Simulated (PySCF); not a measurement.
Dipole moment and polarisability of `C[O][GaH2-][n+]1ccccc1`

Species: C6H10GaNO.
Numbering: `[CH3:1][O:2][GaH2-:3][n+:4]1[cH:5][cH:6][cH:7][cH:8][cH:9]1` (hydrogens: H10, H11, H12 on C1; H13, H14 on Ga3; H15 on C5; H16 on C6; H17 on C7; H18 on C8; H19 on C9)

Structure used (PBE0-D3(BJ)/def2-SVP), in Å, numbered top down from 1:
```xyz
19
C6H10GaNO angstrom
C      3.5032    0.6361   -0.0203
O      2.1389    0.4218    0.0636
Ga     1.3584   -1.1848   -0.3402
N     -0.5650   -0.4817    0.0782
C     -1.3057    0.0618   -0.8913
C     -2.5433    0.6385   -0.6329
C     -3.0146    0.6468    0.6777
C     -2.2339    0.0797    1.6824
C     -1.0082   -0.4769    1.3381
H      3.9114    0.4950   -1.0451
H      4.0973   -0.0235    0.6496
H      3.7443    1.6766    0.2710
H      1.5396   -2.3000    0.7701
H      1.2477   -1.5009   -1.8885
H     -0.8796    0.0251   -1.8975
H     -3.1224    1.0735   -1.4490
H     -3.9832    1.0932    0.9149
H     -2.5647    0.0672    2.7220
H     -0.3500   -0.9367    2.0800
```

Level: B3LYP/def2-SVPD (PySCF), static field, nuclei fixed, core orbitals frozen in the response. The polarisability tensor in these axes (au):

```
x   132.78 -13.11  -4.88
y   -13.11  91.58  -3.70
z    -4.88  -3.70 114.48
```

Problem. Diagonalise the tensor; give its mean and Δα, where Δα² is half the sum of the squared differences of the eigenvalues.

Solution. Principal values 86.88, 114.77 and 137.20 au; mean 112.95 au = 16.74 Å³ = 18.62 × 10⁻⁴⁰ C²·m²/J; Δα = 43.66 au (39 % of the mean).

Problem. What is the dipole moment, and where does it point?

Solution. (-6.19, 1.24, 1.03) D, 6.40 D in size, pointing from the negative to the positive side. Measured along this direction, the outermost atoms are H11 and H10 at the negative end and H17 at the positive end.

Problem. Estimate the molar refractivity from the static electronic polarisability.

Solution. Lorentz–Lorenz: R = (4π/3)N_A α = 2.5225 cm³/(mol·Å³) × 16.74 Å³ = 42.2 cm³/mol, in the limit of long wavelengths.

Problem. What are the principal values of the traceless quadrupole moment, Θ = ½Σq(3rr − r²1), about the centre of nuclear charge?

Solution. -14.22, 1.75, 12.47 D·Å. The values depend on the origin, since the dipole doesn't vanish. The electronic extent ⟨r²⟩ about the same centre is 1978 bohr², a root-mean-square distance of 2.45 Å for the 92 electrons.

Problem. Give the principal axes and the span of the nuclei along them.

Solution. Largest value along (0.95, -0.26, -0.16), where the nuclei span 8.02 Å; middle along (0.11, -0.22, 0.97), 4.32 Å; least along (0.29, 0.94, 0.18), 4.29 Å. 

Problem. Refractivity n − 1 of an ideal gas of it at 298.15 K and 1 atm, from the electronic α?

Solution. N = p/kT = 2.4615 × 10¹⁹ cm⁻³, so n − 1 = 2π × N × 16.74 × 10⁻²⁴ cm³ = 2589 × 10⁻⁶ at long wavelengths.

Isolated species at its PBE0-D3(BJ)/def2-SVP geometry (one conformer only). The calculation is non-relativistic, for gallium too.
